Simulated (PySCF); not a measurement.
GeO, charge +1, multiplicity 2. Atoms are numbered in the order given.

```xyz
2

Ge     0.0000     0.0000    -0.3546
O      0.0000     0.0000     1.4183
```
Charge +1, spin multiplicity 2.

Geometry optimised at PBE0-D3(BJ)/def2-TZVPD. The spin state was assumed, not searched.

Level of theory: PBE/def2-TZVPD run with PySCF.

Mulliken values depend strongly on the basis, most of all with diffuse functions as here. Atomic charges (e):

```
atom  meta-Löwdin  Mulliken  Mulliken spin
----  -----------  --------  -------------
Ge1           [?]      1.05           0.00
O2            [?]     -0.05           1.00
```

**Question.** Complete the blanks. (The exact figures need the calculation; the answer reports its results.)

**Answer.** 
- Ge1, meta-Löwdin: 1.20
- O2, meta-Löwdin: -0.20
